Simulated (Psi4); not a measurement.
C3H9O3Si (SMILES CO[Si](C)([O])OC), doublet, at a GFN2-xTB geometry, atoms displaced at random by about 0.03 Å a coordinate; TPSS/STO-3G, gradient run with Psi4 1.11.

Input for Psi4:
```
memory 2 GB

molecule mol {
0 2
  C     2.567889   -0.477642    0.229499
  O     1.282345   -0.382847    0.684259
  Si   -0.049539   -0.078484   -0.181112
  C    -0.030260    1.873452   -0.253532
  O    -0.130352   -0.400546   -1.727300
  O    -1.278170   -0.334501    0.859967
  C    -2.578211   -0.438025    0.532555
  H     3.118321   -1.079776    0.834454
  H     2.608823   -0.819627   -0.885270
  H     3.076317    0.568283    0.208124
  H    -1.025629    2.325712   -0.686699
  H     0.804525    2.298394   -0.781875
  H     0.054368    2.262656    0.803112
  H    -3.020214   -1.052789    1.326906
  H    -3.016915    0.563359    0.604455
  H    -2.751539   -0.812764   -0.402168
symmetry c1
no_reorient
no_com
}

set basis sto-3g
set reference uks

gradient('tpss')
print_variables()
```

Write the output that Psi4 gives for this input, abridged.


```
gradient() will perform analytic gradient computation.

   => Loading Basis Set <=

    Name: STO-3G
    Role: ORBITAL
    Keyword: BASIS

         ---------------------------------------------------------
                                   SCF
               by Justin Turney, Rob Parrish, Andy Simmonett
                          and Daniel G. A. Smith
                              UKS Reference
         ---------------------------------------------------------

  ==> Geometry <==

    Molecular point group: c1
    Full point group: C1

    Geometry (in Angstrom), charge = 0, multiplicity = 2:

       Center              X                  Y                   Z               Mass
    ------------   -----------------  -----------------  -----------------  -----------------
         C            2.567889000000    -0.477642000000     0.229499000000    12.000000000000
         O            1.282345000000    -0.382847000000     0.684259000000    15.994914619570
         SI          -0.049539000000    -0.078484000000    -0.181112000000    27.976926534650
         C           -0.030260000000     1.873452000000    -0.253532000000    12.000000000000
         O           -0.130352000000    -0.400546000000    -1.727300000000    15.994914619570
         O           -1.278170000000    -0.334501000000     0.859967000000    15.994914619570
         C           -2.578211000000    -0.438025000000     0.532555000000    12.000000000000
         H            3.118321000000    -1.079776000000     0.834454000000     1.007825032230
         H            2.608823000000    -0.819627000000    -0.885270000000     1.007825032230
         H            3.076317000000     0.568283000000     0.208124000000     1.007825032230
         H           -1.025629000000     2.325712000000    -0.686699000000     1.007825032230
         H            0.804525000000     2.298394000000    -0.781875000000     1.007825032230
         H            0.054368000000     2.262656000000     0.803112000000     1.007825032230
         H           -3.020214000000    -1.052789000000     1.326906000000     1.007825032230
         H           -3.016915000000     0.563359000000     0.604455000000     1.007825032230
         H           -2.751539000000    -0.812764000000    -0.402168000000     1.007825032230

  Running in c1 symmetry.

  Rotational constants: A =      0.11111  B =      0.05070  C =      0.04787 [cm^-1]
  Rotational constants: A =   3331.03982  B =   1519.83087  C =   1435.24803 [MHz]
  Nuclear repulsion =  416.928050591558929

  Charge       = 0
  Multiplicity = 2
  Electrons    = 65
  Nalpha       = 33
  Nbeta        = 32

  ==> Algorithm <==

  SCF Algorithm Type is DF.
  DIIS enabled.
  MOM disabled.
  Fractional occupation disabled.
  Guess Type is SAD.
  Energy threshold   = 1.00e-08
  Density threshold  = 1.00e-08
  Integral threshold = 1.00e-12

  ==> Primary Basis <==

  Basis Set: STO-3G
    Blend: STO-3G
    Number of shells: 32
    Number of basis functions: 48
    Number of Cartesian functions: 48
    Spherical Harmonics?: true
    Max angular momentum: 1

  ==> DFT Potential <==

   => LibXC <=

    Version 7.1.2
    S. Lehtola, C. Steigemann, M. J. T. Oliveira, and M. A. L. Marques,  SoftwareX 7, 1–5 (2018) (10.1016/j.softx.2017.11.002)

   => Composite Functional: TPSS <=

    TPSS Meta-GGA XC Functional

    J. Tao, et al., Phys. Rev. Lett., 91, 146401, 2003

    Deriv               =              1
    GGA                 =           TRUE
    Meta                =           TRUE

    Exchange Hybrid     =          FALSE
    MP2 Hybrid          =          FALSE

   => Exchange Functionals <=

    1.0000   XC_MGGA_X_TPSS

   => Correlation Functionals <=

    1.0000   XC_MGGA_C_TPSS

   => LibXC Density Thresholds  <==

    XC_MGGA_C_TPSS:  1.00E-15
    XC_MGGA_X_TPSS:  1.00E-15

   => Molecular Quadrature <=

    Radial Scheme          =       TREUTLER
    Pruning Scheme         =           NONE
    Nuclear Scheme         =       TREUTLER

    Blocking Scheme        =         OCTREE
    BS radius alpha        =              1
    Pruning alpha          =              1
    Radial Points          =             75
    Spherical Points       =            302
    Total Points           =         337839
    Total Blocks           =           2532
    Max Points             =            256
    Max Functions          =             44
    Weights Tolerance      =       1.00E-15

   => Loading Basis Set <=

    Name: (STO-3G AUX)
    Role: JKFIT
    Keyword: DF_BASIS_SCF

  ==> Integral Setup <==

  SCF_SUBTYPE=INCORE selected. In-core MEM_DF algorithm will be used.
  Using in-core AOs.

  ==> MemDFJK: Density-Fitted J/K Matrices <==

    J tasked:                   Yes
    K tasked:                    No
    wK tasked:                   No
    Algorithm:                 Core
    Schwarz Cutoff:           1E-12
    Mask sparsity (%):       2.3438
    Fitting Condition:        1E-10

   => Auxiliary Basis Set <=

  Basis Set: (STO-3G AUX)
    Blend: DEF2-UNIVERSAL-JKFIT
    Number of shells: 242
    Number of basis functions: 746
    Number of Cartesian functions: 881
    Spherical Harmonics?: true
    Max angular momentum: 4

  Minimum eigenvalue in the overlap matrix is 2.1200327529E-01.
  Reciprocal condition number of the overlap matrix is 9.1404600022E-02.
    Using symmetric orthogonalization.

  ==> Pre-Iterations <==

  SCF Guess: Superposition of Atomic Densities via on-the-fly atomic UHF (no occupation information).

   -------------------------
    Irrep   Nso     Nmo
   -------------------------
     A         48      48
   -------------------------
    Total      48      48
   -------------------------

  ==> Iterations <==

                           Total Energy        Delta E     RMS |[F,P]|

   @DF-UKS iter SAD:  -624.12960053921961   -6.24130e+02   0.00000e+00
   @DF-UKS iter   1:  -626.75716589345006   -2.62757e+00   1.09156e-02 DIIS/ADIIS
[...]
  @DF-UKS Final Energy:  -627.02414096960933
    Total Energy =                       -627.0241409696093342
[...]
 Dipole Z            :         -0.3650254            0.1360811           -0.2289443
 Magnitude           :                                                    0.3328198

 ------------------------------------------------------------------------------------

         ------------------------------------------------------------
                                   SCF GRAD
                          Rob Parrish, Justin Turney,
                       Andy Simmonett, and Alex Sokolov
         ------------------------------------------------------------

  ==> Geometry <==

    Molecular point group: c1
    Full point group: C1

    Geometry (in Angstrom), charge = 0, multiplicity = 2:

       Center              X                  Y                   Z               Mass
    ------------   -----------------  -----------------  -----------------  -----------------
         C            2.567889000000    -0.477642000000     0.229499000000    12.000000000000
         O            1.282345000000    -0.382847000000     0.684259000000    15.994914619570
         SI          -0.049539000000    -0.078484000000    -0.181112000000    27.976926534650
         C           -0.030260000000     1.873452000000    -0.253532000000    12.000000000000
         O           -0.130352000000    -0.400546000000    -1.727300000000    15.994914619570
         O           -1.278170000000    -0.334501000000     0.859967000000    15.994914619570
         C           -2.578211000000    -0.438025000000     0.532555000000    12.000000000000
         H            3.118321000000    -1.079776000000     0.834454000000     1.007825032230
         H            2.608823000000    -0.819627000000    -0.885270000000     1.007825032230
         H            3.076317000000     0.568283000000     0.208124000000     1.007825032230
         H           -1.025629000000     2.325712000000    -0.686699000000     1.007825032230
         H            0.804525000000     2.298394000000    -0.781875000000     1.007825032230
         H            0.054368000000     2.262656000000     0.803112000000     1.007825032230
         H           -3.020214000000    -1.052789000000     1.326906000000     1.007825032230
         H           -3.016915000000     0.563359000000     0.604455000000     1.007825032230
         H           -2.751539000000    -0.812764000000    -0.402168000000     1.007825032230

  Nuclear repulsion =  416.928050591558929

  ==> Basis Set <==

  Basis Set: STO-3G
    Blend: STO-3G
    Number of shells: 32
    Number of basis functions: 48
    Number of Cartesian functions: 48
    Spherical Harmonics?: true
    Max angular momentum: 1

  ==> DFJKGrad: Density-Fitted SCF Gradients <==

    Gradient:                    1
    J tasked:                  Yes
    K tasked:                   No
    wK tasked:                  No
    Integrals threads:           1
    Schwarz Cutoff:          1E-12
    Fitting Condition:       1E-10

   => Auxiliary Basis Set <=

  Basis Set: (STO-3G AUX)
    Blend: DEF2-UNIVERSAL-JKFIT
    Number of shells: 242
    Number of basis functions: 746
    Number of Cartesian functions: 881
    Spherical Harmonics?: true
    Max angular momentum: 4

  ==> DFT Potential <==

   => LibXC <=

    Version 7.1.2
    S. Lehtola, C. Steigemann, M. J. T. Oliveira, and M. A. L. Marques,  SoftwareX 7, 1–5 (2018) (10.1016/j.softx.2017.11.002)

   => Composite Functional: TPSS <=

    TPSS Meta-GGA XC Functional

    J. Tao, et al., Phys. Rev. Lett., 91, 146401, 2003

    Deriv               =              1
    GGA                 =           TRUE
    Meta                =           TRUE

    Exchange Hybrid     =          FALSE
    MP2 Hybrid          =          FALSE

   => Exchange Functionals <=

    1.0000   XC_MGGA_X_TPSS

   => Correlation Functionals <=

    1.0000   XC_MGGA_C_TPSS

   => LibXC Density Thresholds  <==

    XC_MGGA_C_TPSS:  1.00E-15
    XC_MGGA_X_TPSS:  1.00E-15

   => Molecular Quadrature <=

    Radial Scheme          =       TREUTLER
    Pruning Scheme         =           NONE
    Nuclear Scheme         =       TREUTLER

    Blocking Scheme        =         OCTREE
    BS radius alpha        =              1
    Pruning alpha          =              1
    Radial Points          =             75
    Spherical Points       =            302
    Total Points           =         337839
    Total Blocks           =           2532
    Max Points             =            256
    Max Functions          =             44
    Weights Tolerance      =       1.00E-15

  -Total Gradient:
     Atom            X                  Y                   Z
    ------   -----------------  -----------------  -----------------
       1       -0.001396157355    -0.080321835339     0.118427664638
       2        0.030130018115     0.025065804257    -0.069736850197
       3        0.000816433345    -0.084645376270    -0.040128737134
       4        0.053616413056    -0.015247097597    -0.008199644696
       5        0.005936558447     0.028304431849     0.095961551413
       6       -0.090657909637     0.019274071884    -0.058829585162
       7        0.042092135530    -0.028599132152    -0.053362284587
       8       -0.054683218884     0.060426192453    -0.052470822096
       9       -0.009388463288    -0.000019997251    -0.027771791975
      10        0.004813936458     0.021307634605    -0.002060434725
      11       -0.040125706911     0.018168676862    -0.014283677425
      12       -0.015938550477    -0.006787163191     0.016675638239
      13        0.003360761682     0.009937497116     0.014265503674
      14        0.021531139553     0.012052939704    -0.002107126517
      15        0.023502572465    -0.015716933129     0.003864467850
      16        0.026349731370     0.037097505954     0.079597599433

  Variable Map:
  ----------------------------------------------------------------------------
[...]
  Array Variable Map:
  ----------------------------------------------------------------------------
[...]
[...]
```
